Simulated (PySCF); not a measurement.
**VO2Br: from structure and modes to constants**

Method: PBE0 in PySCF with V def2-SVP, O def2-SVP, Br def2-SVP; no relativity; density-fitted integrals.

The singlet minimum has Cs symmetry. Masses (u): V 50.94396, O 15.99492, Br 78.91834.

```xyz
4
charge 0 multiplicity 1, angstrom
V    -0.9721    0.0000    0.2110
O    -1.7555    1.2666   -0.2368
O    -1.7555   -1.2666   -0.2368
Br    1.3424    0.0000   -0.0412
```

Harmonic wavenumbers (cm⁻¹): 122.9 (a', ×1), 171.6 (a'', ×1), 295.4 (a', ×1), 465.9 (a', ×1), 1139.2 (a'', ×1), 1152.2 (a', ×1).

Task: What is the harmonic zero-point energy?

Result: Half the sum of all 6 wavenumbers, 3347/2 = 1674 cm⁻¹, which is 20.0 kJ/mol (1 cm⁻¹ = 0.0119627 kJ/mol).

Task: Find the vibrational entropy and heat capacity at 298.15 K.

Result: With u = 1.43878 ω/T, each mode gives S = R[u/(eᵘ−1) − ln(1−e⁻ᵘ)] and C = R u² eᵘ/(eᵘ−1)².
| ω (cm⁻¹) | u | S (J/(mol K)) | C (J/(mol K)) |
| --- | --- | --- | --- |
| 122.9 | 0.593 | 12.78 | 8.07 |
| 171.6 | 0.828 | 10.12 | 7.86 |
| 295.4 | 1.425 | 6.04 | 7.04 |
| 465.9 | 2.248 | 3.13 | 5.55 |
| 1139.2 | 5.498 | 0.22 | 1.04 |
| 1152.2 | 5.560 | 0.21 | 1.00 |
The sums over all modes are S = 32.5 and C = 30.6 J/(mol K); the softest mode gives 39 % of the entropy.

Task: Give the standard entropy (298.15 K, 1 bar) by its translational, rotational, vibrational and spin parts, and Cp.

Result: Sackur–Tetrode with M = 161.85 u gives 172.3; rotation with symmetry number 1 gives 113.1; vibration 32.5; spin R ln 1 = 0.0. The total is 317.9 J/(mol K), and Cp = 4 R + 30.6 = 63.8 J/(mol K).

This need not be the most stable arrangement of these atoms.
